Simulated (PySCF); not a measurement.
ClGa, triplet, at a GFN2-xTB geometry (such geometries of metal compounds can be far from the true shape) (the spin is typed, not shown lowest). Base run: R2SCAN/cc-pVDZ run with PySCF.

Here is a job for PySCF.
```python
from pyscf import gto, scf, dft

mol = gto.Mole()
mol.atom = '''
    Ga   -0.000000   -0.000000   -0.787509
    Cl    0.000000    0.000000    1.436045
'''
mol.basis = 'cc-pvdz'
mol.charge = 0
mol.spin = 2
mol.verbose = 3
mol.build()

mf = dft.UKS(mol)
mf.xc = 'r2scan'
mf.kernel()
mf.analyze()
```

Variants of this job, named by their change:

```json
[
 {"change": "base", "ΔE vs base (µEh)": "0.0", "grid points": "39784", "electrons on the grid": "48.00000", "outcome": "converged"},
 {"change": "grids.prune = off", "ΔE vs base (µEh)": "1.2", "grid points": "73784", "electrons on the grid": "48.00000", "outcome": "converged"},
 {"change": "grids.atom_grid = (50, 194)", "ΔE vs base (µEh)": "-", "grid points": "-", "electrons on the grid": "-", "outcome": "not converged"},
 {"change": "grids.radi_method = mura_knowles", "ΔE vs base (µEh)": "19.9", "grid points": "36328", "electrons on the grid": "48.00000", "outcome": "converged"},
 {"change": "grids.level = 4", "ΔE vs base (µEh)": "109", "grid points": "59072", "electrons on the grid": "48.00000", "outcome": "converged"},
 {"change": "grids.prune = dft.gen_grid.treutler_prune", "ΔE vs base (µEh)": "2.9", "grid points": "39128", "electrons on the grid": "48.00000", "outcome": "converged"},
 {"change": "grids.level = 0", "ΔE vs base (µEh)": "-1497", "grid points": "4048", "electrons on the grid": "48.00024", "outcome": "converged"},
 {"change": "grids.atom_grid = (150, 974)", "ΔE vs base (µEh)": "49.4", "grid points": "145560", "electrons on the grid": "48.00000", "outcome": "converged"},
 {"change": "grids.atom_grid = (99, 590)", "ΔE vs base (µEh)": "74.1", "grid points": "58744", "electrons on the grid": "48.00000", "outcome": "converged"},
 {"change": "grids.prune = dft.gen_grid.sg1_prune", "ΔE vs base (µEh)": "-", "grid points": "-", "electrons on the grid": "-", "outcome": "stopped with an error"},
 {"change": "grids.level = 2", "ΔE vs base (µEh)": "-565", "grid points": "25040", "electrons on the grid": "48.00001", "outcome": "converged"}
]
```

Open shells are given as the SCF converged; they aren't shown to be the lowest states, and a large step between rows can be another state.

- grids.prune = dft.gen_grid.sg1_prune: ended with `IndexError: index 31 is out of bounds for axis 0 with size 19`
